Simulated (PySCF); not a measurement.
A run for PySCF: R-M06-2X/def2-TZVPP on H6OSiSn (SMILES [SiH3][O][SnH3]), a point of a torsion scan. Elements past Kr take the def2 small-core potentials; no spin–orbit coupling.

```python
from pyscf import gto, dft

mol = gto.M(
    atom='''
    Si    1.69439969   -0.23971265    0.08923031
    O     0.16313629    0.13031636   -0.26030491
    Sn   -1.74871021    0.22406742   -0.03556194
    H     2.11796240   -1.22307915   -0.90226066
    H     2.43338485    1.01395395   -0.00944030
    H     1.77442255   -0.79565470    1.43962084
    H    -2.01249540    1.76113036    0.53742899
    H    -2.16020631   -0.97597539    1.04390625
    H    -2.29967820   -0.02971110   -1.57869679
    ''',
    basis='def2-tzvpp',
    ecp={'Sn': 'def2-tzvpp'},
    charge=0, spin=0, verbose=4, max_memory=1800)
mf = dft.RKS(mol, xc='m062x').density_fit(auxbasis='def2-universal-jkfit')
mf.grids.level = 4
mf.conv_tol = 1e-9
mf.max_cycle = 150
mf.kernel()
mf.dip_moment()
```

Q: Predict the final total energy.

A: -582.5635 hartree.
